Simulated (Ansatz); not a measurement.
Relaxation of BrFH6W (9 atoms, charge 0, multiplicity 1), to a largest force component of 0.03 eV/Å in at most 50 steps.

Computed with RKS PBE-D4/def2-SVP (Ansatz 0.2.0).

```xyz
9
Properties=species:S:1:pos:R:3:forces:R:3
W 0.069 -0.304 -0.166 0.01 0.04 0.07
H 0.149 0.177 1.478 -0.02 0.07 -0.09
H 1.459 -0.775 0.708 0.00 0.00 -0.02
H -0.819 1.027 0.302 0.04 -0.04 0.04
H -1.441 -0.517 0.575 0.07 0.03 -0.05
H -0.756 -1.753 -0.542 0.02 0.04 0.02
F 0.390 0.645 -1.744 -0.03 -0.02 0.06
Br 2.257 2.547 0.970 -0.81 -0.77 0.51
H 1.275 1.642 1.674 0.71 0.64 -0.55
```

**Question.** Where does it end, and by what steps?

**Answer.** The forces met the threshold. After 25 steps the energy has fallen by 0.544 eV; H5 moved furthest, 0.75 Å.

```
step  energy less start (eV)  largest force component (eV/Å)  accepted
   0                  0.0000                           0.805       yes
   1                 -0.0498                           0.247       yes
   2                 -0.0577                           0.142       yes
   3                 -0.0636                           0.110       yes
   4                 -0.0679                           0.090       yes
   5                 -0.0739                           0.183       yes
   6                 -0.0831                           0.475       yes
   7                 -0.0871                           0.220       yes
   8                 -0.1069                           0.261       yes
   9                 -0.1962                           0.492       yes
  10                 -0.3254                           0.735       yes
  11                 -0.4135                           0.742       yes
  12                 -0.4194                           0.774       yes
  13                 -0.4615                           0.333       yes
  14                 -0.4578                           0.530        no
  15                 -0.4698                           0.354       yes
  16                 -0.5047                           0.171       yes
  17                 -0.5085                           0.157       yes
  18                 -0.5176                           0.083       yes
  19                 -0.5293                           0.117       yes
  20                 -0.5202                           0.260        no
  21                 -0.5373                           0.127       yes
  22                 -0.5402                           0.138       yes
  23                 -0.5433                           0.075       yes
  24                 -0.5439                           0.055       yes
  25                 -0.5443                           0.004       yes
```

```xyz
9
Properties=species:S:1:pos:R:3
W -0.069 -0.093 -0.034
H 0.519 0.460 1.471
H 1.004 -1.133 0.758
H -1.152 0.840 0.871
H -1.693 -0.541 -0.134
H -0.380 -1.743 -0.204
F 0.544 0.661 -1.592
Br 2.340 2.649 0.789
H 1.469 1.592 1.329
```

The run took 100 s on 2 threads of Intel(R) Xeon(R) Platinum 8259CL CPU @ 2.50GHz (Skylake/Cascade Lake) (shared host), peak memory 0.17 GiB.
